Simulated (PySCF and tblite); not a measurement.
Values are calculated unless marked as measured or tabulated.
2 diastereomers of C3H10F2Si2, numbered alike:

```json
{"isomer": "A", "SMILES": "[CH3:1][Si@H:2]([F:3])[CH2:4][Si@H:5]([CH3:6])[F:7]", "descriptors (one enantiomer)": "2S, 5S", "sequence (m meso, r racemo)": "r"}
{"isomer": "B", "SMILES": "[CH3:1][Si@@H:2]([F:3])[CH2:4][Si@H:5]([CH3:6])[F:7]", "descriptors (one enantiomer)": "2R, 5S", "sequence (m meso, r racemo)": "m"}
```

Protocol: conformer search, at most 7 conformers an isomer, GFN2-xTB geometries, energies PBE0/pcSseg-1 (D3(BJ) added where defined), weights at 298.15 K with GFN2-xTB thermal terms. Programs: PySCF with density fitting and tblite.

**Question.** Rank the isomers by free energy at 298.15 K.

**Answer.** 
```
isomer  ΔG (kcal/mol)  ΔE, lowest conformer  conformers  largest weight %  rms dipole (D)
     B            0.0                   0.5           6                44            2.05
     A            0.4                   0.0           6                39            1.95
```

ΔG is for one enantiomer.

**Question.** If they could interconvert freely, what would the mixture hold (chiral isomers as racemates)?

**Answer.** B 49 %, A 51 %. A racemate gains RT ln 2.

At least one structure keeps an imaginary mode at the tight-binding level.
